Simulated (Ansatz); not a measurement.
Geometry optimisation, RKS B3LYP-D4/def2-SVP in Ansatz 0.2.0.

Input file:

```yaml
crystal:
  periodic: [false, false, false]
  atoms:
    - { symbol: O, position_ang: [-0.21869, 1.86397, -1.78123] }
    - { symbol: B, position_ang: [-0.5053, 1.1993, -0.64163] }
    - { symbol: Si, position_ang: [0.69823, -0.20208, -0.1244] }
    - { symbol: Si, position_ang: [0.2297, -1.73211, 1.38694] }
    - { symbol: H, position_ang: [-0.78477, 2.5931, -2.03252] }
    - { symbol: H, position_ang: [-1.43309, 1.5165, 0.0279] }
    - { symbol: H, position_ang: [1.62333, -0.76326, -1.12509] }
    - { symbol: H, position_ang: [0.9311, -2.98521, 1.67941] }
    - { symbol: H, position_ang: [-0.54051, -1.49021, 2.61062] }
basis:
  gaussian: { orbitals: def2-SVP }
hamiltonian:
  xc: b3lyp
  dispersion: d4
relax:
  f_tol: 0.02
  max_steps: 50
```

Launched with:

```bash
$ ansatz run input.yaml --threads 2 --pin off --max-ram 3072MiB --backend cpu --events-out ev --progress --plain --runs-dir out
```

Problem. Where does it end, and by what steps?

Solution. The run converged. After 8 steps the energy has fallen by 0.195 eV; H9 moved furthest, 0.43 Å.

```
step  energy less start (eV)  largest force component (eV/Å)  accepted
   0                  0.0000                           1.445       yes
   1                 -0.1427                           0.460       yes
   2                 -0.1619                           0.448       yes
   3                 -0.1493                           1.204        no
   4                 -0.1850                           0.237       yes
   5                 -0.1933                           0.042       yes
   6                 -0.1827                           0.253        no
   7                 -0.1936                           0.089       yes
   8                 -0.1955                           0.013       yes
```

```xyz
9
Properties=species:S:1:pos:R:3
O -0.276 1.919 -1.744
B -0.464 1.140 -0.653
Si 0.688 -0.450 -0.333
Si 0.277 -1.637 1.416
H -0.893 2.663 -1.799
H -1.336 1.390 0.153
H 1.795 -0.893 -1.223
H 1.018 -2.860 1.820
H -0.809 -1.272 2.363
```

Time of the run: 7.2 s on 2 threads of AMD EPYC 9R45 96-Core Processor (Zen 5), with other jobs on the host, peak memory 0.19 GiB.
